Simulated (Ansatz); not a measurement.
Wavefunction ladder for H₁₂Si₄Sn (`[SiH3][Sn]([SiH3])([SiH3])[SiH3]`)

Z-matrix (Å, degrees):
```
Si
Sn 1 2.563
H 1 1.487 2 110.3
H 1 1.487 2 110.2 3 120.0
H 1 1.487 2 110.3 3 -120.0
Si 2 2.563 1 109.4 3 179.7
Si 2 2.563 1 109.5 3 59.8
Si 2 2.563 1 109.5 3 -60.4
H 6 1.487 2 110.3 1 59.8
H 6 1.487 2 110.3 1 179.8
H 6 1.487 2 110.3 1 -60.2
H 7 1.487 2 110.3 1 178.9
H 7 1.487 2 110.3 1 58.9
H 7 1.487 2 110.3 1 -61.1
H 8 1.487 2 110.3 1 60.7
H 8 1.487 2 110.3 1 -179.3
H 8 1.487 2 110.2 1 -59.3
```

The species carries charge 0 and has multiplicity 1. Correlated methods include outer-core shells of Sn, which these sets cover unevenly. Sn takes the def2 core potential. Geometry: relaxed with PBE0-D4/def2-TZVP. Frozen core, restricted reference, Ansatz.

| basis | HF (Eh) | MP2 corr. | CCSD corr. | (T) | CCSD(T) total |
| --- | --- | --- | --- | --- | --- |
| def2-SVP | ? | ? | -0.63133 | ? | ? |
| def2-TZVPP | -1376.11735 | -0.85220 | -0.93810 | -0.03162 | -1377.08707 |
| def2-QZVPP | -1376.15451 | ? | – | – | – |

Question: Fill in the withheld values. (Estimate.)

Answer: Computed: def2-SVP HF (Eh): -1375.69998; def2-SVP MP2 corr.: -0.52748; def2-SVP (T): -0.01812; def2-SVP CCSD(T) total: -1376.34943; def2-QZVPP MP2 corr.: -1.10339.
